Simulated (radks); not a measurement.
Results of a calculation; reference values are marked as such.
Valence configurations of Ta (all share [Xe]). Level of theory: scalar-relativistic Kohn-Sham, r2SCAN, spin-unpolarised, spherical densities, finite nucleus; meta-GGA in the generalised Kohn-Sham scheme; Fermi nuclear charge, rms radius 5.3507 fm (a radial shooting solver on a logarithmic mesh with Libxc functionals). Energies are relative to 4f14 5d3 6s2; eigenvalues in eV.

| valence | E (eV) | e(4f) | e(5d) | e(6p) | e(6s) |
|---|---|---|---|---|---|
| 4f14 5d3 6s2 | 0.000 | -25.117 | -3.550 | - | -5.611 |
| 4f14 5d3 6s1.5 6p0.5 | 2.182 | -25.925 | -4.231 | -1.685 | -6.045 |
| 4f14 5d4 6s1 | 2.219 | -23.328 | -2.555 | - | -4.899 |
| 4f14 5d2 6s2 6p1 | 3.036 | -28.953 | -6.134 | -2.336 | -7.190 |
| 4f14 5d3 6s1 6p1 | 4.362 | -26.681 | -4.855 | -2.051 | -6.415 |
| 4f14 5d5 | 4.645 | -21.999 | -1.842 | - | - |
| 4f13.5 5d3 6s2 6p0.5 | 13.344 | -31.249 | -5.458 | -1.810 | -6.543 |
| 4f13 5d4 6s2 | 25.269 | -33.571 | -4.628 | - | -5.775 |
| 4f13 5d3.5 6s2 6p0.5 | 27.202 | -35.622 | -6.078 | -1.803 | -6.653 |
| 4f11 5d6 6s2 | 99.153 | -51.923 | -6.797 | - | -5.970 |

NIST lists [Xe] 4f14 5d3 6s2 as the ground configuration; this level of theory agrees among the configurations tried. The energies are those of spherical spin-averaged densities, not of single terms.
